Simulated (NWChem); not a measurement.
System: SiBr$_{2}$, singlet; SMILES Br[Si]Br

Input file for NWChem:

```
start job
memory heap 200 mb stack 900 mb global 1100 mb
geometry units angstroms noautoz
  Si     0.000000     0.000000     1.185950
  Br     1.755659     0.000000    -0.230749
  Br    -1.755659     0.000000    -0.230749
end
basis spherical
  * library def2-tzvpp
end
dft
  xc pbe0
  iterations 150
  vectors input atomic output neutral.movecs
end
task dft energy
charge 1
dft
  odft
  mult 2
  vectors input atomic output cation.movecs
end
task dft energy
```

Excerpt of the output:

```
             Northwest Computational Chemistry Package (NWChem) 7.3.0
             --------------------------------------------------------

 C2V symmetry detected

                             Geometry "geometry" -> ""
                             -------------------------

 Output coordinates in angstroms (scale by  1.889725989 to convert to a.u.)

  No.       Tag          Charge          X              Y              Z
 ---- ---------------- ---------- -------------- -------------- --------------
    1 Si                  14.0000     0.00000000     0.00000000     1.18058250
    2 Br                  35.0000     1.75565900     0.00000000    -0.23611650
    3 Br                  35.0000    -1.75565900     0.00000000    -0.23611650

 Effective nuclear repulsion energy (a.u.)     414.4917859960

      Symmetry information
      --------------------

 Group name             C2v
 Group number             16
 Group order               4
 No. of unique centers     2

                                 NWChem DFT Module
                                 -----------------

 Summary of "ao basis" -> "ao basis" (spherical)
 ------------------------------------------------------------------------------
       Tag                 Description            Shells   Functions and Types
 ---------------- ------------------------------  ------  ---------------------
 Si                        def2-tzvpp               14       42   5s5p3d1f
 Br                        def2-tzvpp               16       48   6s5p4d1f

      Symmetry analysis of basis
      --------------------------

        a1         50
        a2         20
        b1         42
        b2         26

            General Information
            -------------------
          SCF calculation type: DFT
          Wavefunction type:  closed shell.
          No. of atoms     :     3
          No. of electrons :    84
           Alpha electrons :    42
            Beta electrons :    42
          Charge           :     0
          Spin multiplicity:     1
          Use of symmetry is: on ; symmetry adaption is: on
          Maximum number of iterations: 150
          AO basis - number of functions:   138
                     number of shells:    46
          Convergence on energy requested:  1.00D-06
          Convergence on density requested:  1.00D-05
          Convergence on gradient requested:  5.00D-04

              XC Information
              --------------
                         PBE0 Method XC Functional
                     Hartree-Fock (Exact) Exchange  0.250
          PerdewBurkeErnzerhof Exchange Functional  0.750
            Perdew 1991 LDA Correlation Functional  1.000 local
           PerdewBurkeErnz. Correlation Functional  1.000 non-local

             Grid Information
             ----------------
          Grid used for XC integration:  medium
          Radial quadrature: Mura-Knowles
          Angular quadrature: Lebedev.
          Tag              B.-S. Rad. Rad. Pts. Rad. Cut. Ang. Pts.
          ---              ---------- --------- --------- ---------
          Si                  1.10       88           9.0       590
          Br                  1.15      112          11.0       590
          Grid pruning is: on
          Number of quadrature shells:   200
          Spatial weights used:  Erf1

      Superposition of Atomic Density Guess
      -------------------------------------

 Sum of atomic energies:       -5433.63341064

      Non-variational initial energy
      ------------------------------

 Total energy =   -5434.004540
 1-e energy   =   -8392.622405
 2-e energy   =    2544.126079
 HOMO         =      -0.261511
 LUMO         =      -0.053109

      Symmetry analysis of molecular orbitals - initial
      -------------------------------------------------

  Numbering of irreducible representations:

     1 a1          2 a2          3 b1          4 b2

  Orbital symmetries:

     1 a1          2 b1          3 a1          4 a1          5 b1
     6 b1          7 a1          8 a1          9 b1         10 b2
    11 a2         12 a1         13 b1         14 a1         15 b1
    16 a1         17 b2         18 b1         19 a2         20 a1
    21 b1         22 a1         23 b2         24 a1         25 b1
    26 a1         27 b2         28 a2         29 b1         30 a1
    31 b2         32 a2         33 b1         34 a1         35 b1
    36 a1         37 b1         38 a1         39 b2         40 a2
    41 b1         42 a1         43 b2         44 a1         45 b1
    46 a1         47 b1         48 b2         49 a1         50 b1
    51 a1         52 a2

   convergence    iter        energy       DeltaE   RMS-Dens  Diis-err
 ---------------- ----- ----------------- --------- --------- ---------
 d= 0,ls=0.0,diis     1  -5437.0944806885 -5.85D+03  8.38D-03  1.05D+00
 d= 0,ls=0.0,diis     2  -5437.0252168040  6.93D-02  6.35D-03  9.57D-01
 d= 0,ls=0.0,diis     3  -5437.1394857484 -1.14D-01  1.87D-03  1.30D-01
 d= 0,ls=0.0,diis     4  -5437.1590841091 -1.96D-02  1.67D-04  3.91D-04
 d= 0,ls=0.0,diis     5  -5437.1591333145 -4.92D-05  4.38D-05  5.58D-05
  Resetting Diis
 d= 0,ls=0.0,diis     6  -5437.1591401679 -6.85D-06  7.41D-06  3.44D-06
 d= 0,ls=0.0,diis     7  -5437.1591405465 -3.79D-07  2.48D-06  6.40D-08

         Total DFT energy =    -5437.159140546526
      One electron energy =    -8393.210117205379
           Coulomb energy =     2744.411889070252
    Exchange-Corr. energy =     -202.852698407431
 Nuclear repulsion energy =      414.491785996031

 Numeric. integr. density =       84.000000701115

                  Occupations of the irreducible representations
                  ----------------------------------------------

[...]
```

Level: PBE0/def2-TZVPP, vertical spin-unrestricted ions. Low-valent species are run as closed-shell singlets; no triplet was tried in these runs. All runs use the structure optimised with PBE0/def2-SVP.
